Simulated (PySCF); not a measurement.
**Copper: a sound run and one with changed settings**

Sound run: Cu⁺ [Ar] 3d10, Cu²⁺ [Ar] 3d9. Computed with PySCF 2.14 in aug-cc-pVDZ-DK, with scalar relativity by spin-free X2C-1e. In the sound run the correlated levels freeze [Ar]. The sound run starts from symmetry-adapted Hartree-Fock orbitals and uses a fine grid where one is needed.

Changed run: no relativity, point nucleus. This setting is unsound on purpose.

| species | method | sound run (hartree) | changed run (hartree) | converged |
| --- | --- | --- | --- | --- |
| Cu⁺ | UHF | -1652.90651 | -1631.10319 | yes |
| Cu⁺ | PBE0 | -1654.23103 | -1632.43244 | yes |
| Cu⁺ | BP86 | -1654.74669 | -1632.94943 | yes |
| Cu⁺ | MP2 | -1653.33166 | -1631.52375 | yes |
| Cu²⁺ | UHF | -1652.27526 | -1630.46114 | yes |
| Cu²⁺ | PBE0 | -1653.49053 | -1631.68261 | yes |
| Cu²⁺ | BP86 | -1653.97858 | -1632.17290 | yes |
| Cu²⁺ | MP2 | -1652.57123 | -1630.75484 | yes |

Ionisation energy of Cu⁺:

```tsv
method	sound run (eV)	changed run (eV)
UHF	17.177	17.471
PBE0	20.150	20.404
BP86	20.901	21.131
MP2	20.692	20.923
SCS-MP2	20.254	20.492
```

Most of the change in total energy is the relativistic energy itself. On top of that the contraction fixes the core shape for the Hamiltonian it was made with, so the changed run is not a good calculation with the other Hamiltonian either.

For comparison, NIST gives 20.292 eV between the lowest levels.
